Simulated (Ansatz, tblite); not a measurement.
Removing and adding an electron: VSeF3. Charge 0, multiplicity 1. Geometry: r2SCAN-D4/def2-SVP. Ansatz, gas phase; energy differences of separate SCF runs; the oxidised species was run as a doublet alone; the reduced species was run as a doublet alone.

| atom | x (Å) | y (Å) | z (Å) |
| --- | --- | --- | --- |
| V1 | 0.0172 | -0.0319 | 0.0876 |
| Se2 | -0.3647 | 0.6896 | -1.8946 |
| F3 | -0.5258 | -1.6427 | 0.2070 |
| F4 | -0.8187 | 0.9461 | 1.2049 |
| F5 | 1.6919 | 0.0388 | 0.3951 |

The xTB rows come from tblite. HOMO above LUMO, or a gap near zero within one spin, warns that the state may not be the lowest or that an electron is smeared out.

```
               level  −HOMO (eV)  vertical IE (eV)  −LUMO (eV)  vertical EA (eV)  HOMO–LUMO gap (eV)  IE − EA (eV)                                                                remarks
    PBE-D4/def2-TZVP        7.19             10.41        4.85                 –                2.34             –                                restricted SCF unstable in HF (singlet)
 r2SCAN-D4/def2-TZVP        7.52             10.53        4.98                 –                2.53             –                                restricted SCF unstable in HF (singlet)
r2SCAN-D4/def2-TZVPD        7.49                 –        4.96              2.14                2.54             –  HOMO above zero (-1 doublet), restricted SCF unstable in HF (singlet)
  PBE0-D4/def2-TZVPD        8.41                 –        4.16              2.71                4.25             –                                restricted SCF unstable in HF (singlet)
```

(1) Estimate the rows for GFN1-xTB, GFN2-xTB, PBE-D4/def2-TZVPD, PBE0-D4/def2-TZVP.

Results:

(1) 
```csv
level,−HOMO (eV),vertical IE (eV),−LUMO (eV),vertical EA (eV),HOMO–LUMO gap (eV),IE − EA (eV),remarks
GFN1-xTB,13.51,17.50,11.77,7.96,1.74,9.53,–
GFN2-xTB,12.24,15.32,10.53,7.63,1.72,7.69,–
PBE-D4/def2-TZVPD,7.20,–,4.86,1.78,2.34,–,"HOMO above zero (-1 doublet), gap within one spin near zero (-1 doublet), restricted SCF unstable in HF (singlet)"
PBE0-D4/def2-TZVP,8.43,10.59,4.18,–,4.25,–,restricted SCF unstable in HF (singlet)
```

Relaxing the oxidised species (r2SCAN-D4/def2-SVP) changes its energy by -0.24 eV at PBE-D4/def2-TZVP, so the adiabatic ionisation energy to this nearest minimum is 10.17 eV.  Run but left out: HF/def2-SVP, MP2/def2-SVP, CCSD/def2-SVP, CCSD(T)/def2-SVP (flagged by the program: large difference).   A HOMO above zero means that the electron is unbound at that level or that self-interaction error raises the level; the energy of removing that electron tells which. Raw xTB energy differences between charge states are shifted by several eV; the methods need an empirical correction for them.
